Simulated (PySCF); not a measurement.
# PH₂⁺ + 2 HBr → PH₄⁺ + Br₂

Level: PBE0 in the def2-TZVP basis family, all electrons, no relativity, computed in PySCF with density fitting; open shells unrestricted.

```csv
species,state and structure,E (Eh),ZPE (kJ/mol),H(298 K) − H(0) (kJ/mol),S° (J/(mol K))
PH₂⁺,"singlet, C2v, P–H 1.429 Å (×2); H–P–H 91.7°",-342.01324,35.4,10.0,207.0
HBr,"singlet, C∞v, H–Br 1.421 Å",-2574.45811,16.0,8.7,198.5
PH₄⁺,"singlet, Td, P–H 1.401 Å (×4)",-343.32344,92.0,10.3,203.5
Br₂,"singlet, D∞h, Br–Br 2.281 Å",-5147.70672,2.0,9.7,244.8
```

Question: What is the electronic reaction energy?

Answer: At PBE0/def2-TZVP, ΔE = -264.4 kJ/mol from the differences of the total energies times 2625.5, downhill. 

Question: Add zero-point, thermal and entropy terms for 298.15 K and 1 bar.

Answer: ΔZPE = 26.6 and Δ[H(298) − H(0)] = -7.4 kJ/mol give ΔH° = -245.2 kJ/mol. ΔS° = -155.7 J/(mol K), so ΔG° = -245.2 − 298.15 × (-0.1557) = -199 kJ/mol. ΔG° would change sign near 1570 K if ΔH° and ΔS° stayed fixed.

Only the bonding shown was studied: isomers, or loss of a ligand pair, can lie lower.
